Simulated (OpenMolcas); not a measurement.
# Cu⁶⁺: from CASSCF to CASPT2

- Program: OpenMolcas
- Basis: ANO-RCC-VDZP [5s4p2d1f]
- Scalar Hamiltonian: DKH2, point nucleus
- Active space: 5 electrons in 5 orbitals (3d)
- State averaging: 2S+1 = 6 even, 1 root; 2S+1 = 4 even, 24 roots; 2S+1 = 2 even, 75 roots
- Spin-orbit coupling: state interaction with AMFI integrals over the reference wave functions, term energies averaged over their components

Methods on the same reference wave functions:
A. CASSCF
B. SS-CASPT2, IPEA 0.25 Eh, imaginary shift 0.1 Eh (closed shells correlated: 3s 3p)
C. MS-CASPT2, IPEA 0.25 Eh, imaginary shift 0.1 Eh (closed shells correlated: 3s 3p)

Energies in cm⁻¹ above 3d⁵ ⁶S_5/2, the measured ground level; measured values from the list in Gamrath, thesis, University of Mons (2023).

```csv
Level,A,B,C,Measured
3d⁵ ⁶S_5/2,0.0,0.0,0.0,0.0
3d⁵ ⁴G_5/2,51840,50090,50090,
3d⁵ ⁴G_7/2,51957,50220,50220,
3d⁵ ⁴G_11/2,51988,50270,50270,
3d⁵ ⁴G_9/2,52027,50310,50310,
3d⁵ ⁴P_5/2,59325,54270,54270,50732
3d⁵ ⁴P_3/2,59636,54570,54570,51067
3d⁵ ⁴P_1/2,60014,54910,54910,51407
3d⁵ ⁴D_7/2,64431,59980,59980,55742
3d⁵ ⁴D_1/2,64808,60340,60340,56210
3d⁵ ⁴D_3/2,65096,60580,60580,56428
3d⁵ ⁴D_5/2,65149,60620,60620,56427
3d⁵ ²I_11/2,73967,73260,73260,67757
3d⁵ ²I_13/2,74247,73590,73590,67918
3d⁵ ²D_5/2(1) [60 %],82210,75960,75960,
3d⁵ ²D_3/2(1),83808,77440,77440,72227
3d⁵ ²F_7/2(1),85850,80080,80080,74408
3d⁵ ⁴F_9/2,86726,81660,81660,75930
3d⁵ ⁴F_5/2 [65 %],86956,81670,81670,76019
3d⁵ ⁴F_7/2,87070,81930,81930,76349
3d⁵ ⁴F_3/2,87785,82510,82510,76886
3d⁵ ²H_9/2 [74 %],90683,86910,86910,80717
3d⁵ ²H_11/2,91676,88210,88210,81954
3d⁵ ²G_7/2(1),94015,89300,89300,82746
```

Deviations, from unrounded energies. A percentage is the sum of absolute deviations over the sum of measured energies, with the sign that they share, or ± where signs differ.

| Against measurement | Levels | A | B | C |
| --- | --- | --- | --- | --- |
| mean absolute deviation (cm-1) | 18 | 9500 | 5000 | 5000 |
| other terms of the ground configuration (%) | 18 | +14.1 | +7.5 | +7.5 |

B, C lie about equally close to measurement and A furthest from it. The largest miss of C in the table is 3d⁵ ²G_7/2(1), by +6600 cm-1. The ranking rests on the paired levels alone, and a cruder setting can come out closer through cancelling errors.

Between B and C no level of the table moves by more than 5 cm-1.

The two smallest mean deviations differ by little beside CASPT2's spread within terms, so their order carries little weight.

From A to B the spin-free energies of the other terms of 3d⁵ shown, above ⁶S, scale by factors of 0.91 to 0.99.

The lowest spin-free term lies below A's lowest term by 0.230 hartree in B, 0.230 hartree in C.

Term energies are means over components that CASPT2 splits; among the terms shown or strongly mixed into the levels shown the widest spread is 350 cm-1 (3d⁵ ⁴F, C). The basis is small and was not contracted for so high a charge. Without dynamic correlation excited terms often stand tens of per cent too high (terms of higher spin than the ground term too low), and those without a measured partner can miss by more than the paired ones (holds for A). Some levels mix across a computed gap that differs much from the measured one, so their mixing is not that of the real levels (holds for A). Blocks of more than 70 roots (2S+1 = 2 even) ran without multistate coupling (holds for C). Computed and measured levels are paired by configuration, term and J; levels that our copy of the source lacks, or whose pairing is in doubt (as where it misses far off the trend of its configuration), stay unpaired and out of the deviations. Levels of configurations outside the active space are missing. The table leaves out levels that lie high or whose names do not pair safely across all columns.

A share in square brackets marks a mixed level and gives the weight of the term that names it, the lowest over the columns. A number in round brackets counts repeated terms of one configuration in the order of the reference energies.
